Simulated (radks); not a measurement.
Problem. The hafnium ion Hf+, configuration [Xe] 4f14 5d1 6s2. All-electron calculation, scalar-relativistic Kohn-Sham, PBEsol, spin-polarised, spherical densities, finite nucleus; open shells are filled with parallel spins first (spin-orbit coupling, left out, can overturn this in heavy ions); Fermi nuclear charge, rms radius 5.347 fm. Program: a radial shooting solver on a logarithmic mesh with Libxc functionals. Some entries of the table are withheld. Estimate them.

| orbital | occ. | eigenvalue (eV) | <r^2> (bohr^2) |
|---|---|---|---|
| 1s down | 1 | -65249.97 | 0.0004954 |
| 1s up | 1 | -65249.97 | 0.0004954 |
| 2s up | 1 | -11167.76 | 0.007646 |
| 2s down | 1 | -11167.72 | 0.007646 |
| 2p up | 3 | -9810.686 | 0.006286 |
| 2p down | 3 | -9810.659 | 0.006286 |
| 3s up | 1 | -2551.554 | 0.04981 |
| 3s down | 1 | -2551.549 | 0.04981 |
| 3p up | 3 | -2145.966 | 0.05044 |
| 3p down | 3 | -2145.961 | 0.05044 |
| 3d up | 5 | -1665.024 | 0.04188 |
| 3d down | 5 | -1665.006 | 0.04188 |
| 4s up | 1 | -521.1430 | 0.2478 |
| 4s down | 1 | -521.1232 | 0.2478 |
| 4p up | 3 | -388.0259 | 0.2820 |
| 4p down | 3 | -388.0074 | 0.2820 |
| 4d up | 5 | -215.8501 | 0.3327 |
| 4d down | 5 | -215.8251 | 0.3326 |
| 5s up | 1 | -76.5076 | 1.446 |
| 5s down | 1 | -76.1446 | 1.439 |
| 5p up | 3 | -44.9960 | 2.025 |
| 5p down | 3 | -44.4830 | 2.013 |
| 4f up | 7 | -26.2251 | 0.5929 |
| 4f down | 7 | -26.1325 | 0.5874 |
| 6s up | 1 | -12.1178 | (1) |
| 6s down | 1 | -11.6210 | (2) |
| 5d up | 1 | -11.0364 | 5.534 |
| 5d down | 0 | -10.3692 | 5.686 |

Solution. 
(1) 6s up <r^2> (bohr^2): 10.68
(2) 6s down <r^2> (bohr^2): 11.01
